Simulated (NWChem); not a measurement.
AlCl2F; SMILES [F][Al]([Cl])[Cl]

```xyz
4

Al     0.0000     0.0000     0.3352
F      0.0000     0.0000     1.9855
Cl    -1.8109     0.0000    -0.6728
Cl     1.8109     0.0000    -0.6728
```
Atoms are numbered in this order, from 1.

Coordinates come from a PBE0/def2-SVP optimisation.

 Unshifted, non-relativistic core excitations; the lowest 4 roots alone, so stronger bands may lie above.

**Question.** List the first Al K-edge excitations from B3LYP/6-311G** (spherical d), restricted-window TDA (NWChem).

**Answer.** 
| state | energy (eV) | dipole oscillator strength | leading excitation (squared amplitude) |
|---|---|---|---|
| S1 | 1523.2 | 0.0000 | 1s of atom 1 or its equivalents → LUMO (0.99) |
| S2 | 1523.6 | 0.0063 | 1s of atom 1 or its equivalents → LUMO+1 (0.98) |
| S3 | 1526.6 | 0.0024 | 1s of atom 1 or its equivalents → LUMO+2 (0.92) |
| S4 | 1526.9 | 0.0010 | 1s of atom 1 or its equivalents → LUMO+3 (0.97) |
